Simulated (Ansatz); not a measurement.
Ansatz (a quantum-chemistry and plane-wave program) input:

Ansatz 0.2 input:
```yaml
crystal:
  periodic: [false, false, false]
  atoms:
    - {symbol: Si, position_ang: [0.47412498, -0.26062922, -0.12582193]}
    - {symbol: C, position_ang: [-1.39854397, 0.09585936, -0.02980930]}
    - {symbol: O, position_ang: [0.98977550, -1.48523138, -0.91008417]}
    - {symbol: O, position_ang: [1.07560136, 1.22177259, -0.69899678]}
    - {symbol: O, position_ang: [0.88412805, -0.26101251, 1.52054077]}
    - {symbol: H, position_ang: [-1.92264236, -0.73939262, 0.42948521]}
    - {symbol: H, position_ang: [-1.81192582, 0.23538655, -1.02649929]}
    - {symbol: H, position_ang: [-1.61888312, 0.98733168, 0.55044064]}
    - {symbol: H, position_ang: [1.73615221, 1.06030922, -1.36517265]}
    - {symbol: H, position_ang: [1.57416255, -0.89723862, 1.67980530]}
basis:
  gaussian:
    orbitals: def2-TZVP
hamiltonian:
  xc: b3lyp
  dispersion: d3bj
total_charge: -1
relax: {f_tol: 0.002, max_steps: 150}
```

### Question
Predict the final energy.

### Answer
-556.64696 Eh (B3LYP-D3(BJ)/def2-TZVP). The basis has 191 functions.

It need not be the lowest isomer of its formula. Whether it binds its extra electron was not tested at this geometry.
